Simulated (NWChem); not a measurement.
System: 1,3-disilacyclobutane (C2H8Si2); SMILES [SiH2]1C[SiH2]C1

The following NWChem deck was run.

```
start job
memory heap 200 mb stack 900 mb global 1100 mb
geometry units angstroms noautoz
  C      1.358884     0.000000     0.155872
  Si    -0.000000     1.315158    -0.078992
  C     -1.358883    -0.000000     0.155879
  Si    -0.000000    -1.315158    -0.078992
  H      1.745514     0.000000     1.188878
  H      2.214933    -0.000000    -0.533524
  H      0.000003     2.446158     0.901957
  H     -0.000005     1.881669    -1.463542
  H     -1.745513     0.000000     1.188885
  H     -2.214932    -0.000000    -0.533518
  H      0.000003    -2.446158     0.901957
  H     -0.000005    -1.881669    -1.463542
end
basis spherical
  * library def2-svp
end
dft
  xc b3pw91
  iterations 150
  mulliken
end
task dft energy
```

NWChem printed, in part:

```
             Northwest Computational Chemistry Package (NWChem) 7.3.0
             --------------------------------------------------------

 C2V symmetry detected

                             Geometry "geometry" -> ""
                             -------------------------

 Output coordinates in angstroms (scale by  1.889725989 to convert to a.u.)

  No.       Tag          Charge          X              Y              Z
 ---- ---------------- ---------- -------------- -------------- --------------
    1 C                    6.0000     1.35888350     0.00000000     0.15907798
    2 Si                  14.0000     0.00000000     1.31515800    -0.07578952
    3 C                    6.0000    -1.35888350     0.00000000     0.15907798
    4 Si                  14.0000     0.00000000    -1.31515800    -0.07578952
    5 H                    1.0000     1.74551350     0.00000000     1.19208398
    6 H                    1.0000     2.21493250     0.00000000    -0.53031852
    7 H                    1.0000     0.00000000     2.44615800     0.90515948
    8 H                    1.0000     0.00000000     1.88166900    -1.46033952
    9 H                    1.0000    -1.74551350     0.00000000     1.19208398
   10 H                    1.0000    -2.21493250     0.00000000    -0.53031852
   11 H                    1.0000     0.00000000    -2.44615800     0.90515948
   12 H                    1.0000     0.00000000    -1.88166900    -1.46033952

 Effective nuclear repulsion energy (a.u.)     219.3278188610

      Symmetry information
      --------------------

 Group name             C2v
 Group number             16
 Group order               4
 No. of unique centers     6

                                 NWChem DFT Module
                                 -----------------

 Summary of "ao basis" -> "ao basis" (spherical)
 ------------------------------------------------------------------------------
       Tag                 Description            Shells   Functions and Types
 ---------------- ------------------------------  ------  ---------------------
 C                          def2-svp                 6       14   3s2p1d
 Si                         def2-svp                 8       18   4s3p1d
 H                          def2-svp                 3        5   2s1p

      Symmetry analysis of basis
      --------------------------

        a1         39
        a2         13
        b1         25
        b2         27

            General Information
            -------------------
          SCF calculation type: DFT
          Wavefunction type:  closed shell.
          No. of atoms     :    12
          No. of electrons :    48
           Alpha electrons :    24
            Beta electrons :    24
          Charge           :     0
          Spin multiplicity:     1
          Use of symmetry is: on ; symmetry adaption is: on
          Maximum number of iterations: 150
          AO basis - number of functions:   104
                     number of shells:    52
          Convergence on energy requested:  1.00D-06
          Convergence on density requested:  1.00D-05
          Convergence on gradient requested:  5.00D-04

              XC Information
              --------------
                       B3PW91 Method XC Functional
                     Hartree-Fock (Exact) Exchange  0.200
                        Slater Exchange Functional  0.800 local
                    Becke 1988 Exchange Functional  0.720 non-local
                Perdew 1991 Correlation Functional  0.810 non-local
            Perdew 1991 LDA Correlation Functional  1.000 local

             Grid Information
             ----------------
          Grid used for XC integration:  medium
          Radial quadrature: Mura-Knowles
          Angular quadrature: Lebedev.
          Tag              B.-S. Rad. Rad. Pts. Rad. Cut. Ang. Pts.
          ---              ---------- --------- --------- ---------
          C                   0.70       49          10.0       434
          Si                  1.10       88          11.0       590
          H                   0.35       45          12.0       434
          Grid pruning is: on
          Number of quadrature shells:   317
          Spatial weights used:  Erf1

      Superposition of Atomic Density Guess
      -------------------------------------

 Sum of atomic energies:        -656.72094179

      Non-variational initial energy
      ------------------------------

 Total energy =    -659.010599
 1-e energy   =   -1341.855846
 2-e energy   =     463.517428
 HOMO         =      -0.316805
 LUMO         =       0.036853

      Symmetry analysis of molecular orbitals - initial
      -------------------------------------------------

  Numbering of irreducible representations:

     1 a1          2 a2          3 b1          4 b2

  Orbital symmetries:

     1 a1          2 b2          3 a1          4 b1          5 a1
     6 b2          7 a1          8 b2          9 a1         10 b2
    11 b1         12 a2         13 a1         14 b1         15 b2
    16 a1         17 a1         18 a1         19 b1         20 b2
    21 a1         22 b1         23 a2         24 b2         25 b1
    26 a1         27 a1         28 a1         29 b2         30 a2
    31 b2         32 b1         33 b1         34 a1

     ---------------------------------------------
      Total Density - Mulliken Population Analysis
     ---------------------------------------------

[...]
```

Level: B3PW91/def2-SVP. Structure relaxed at the PBE0/def2-SVP level.
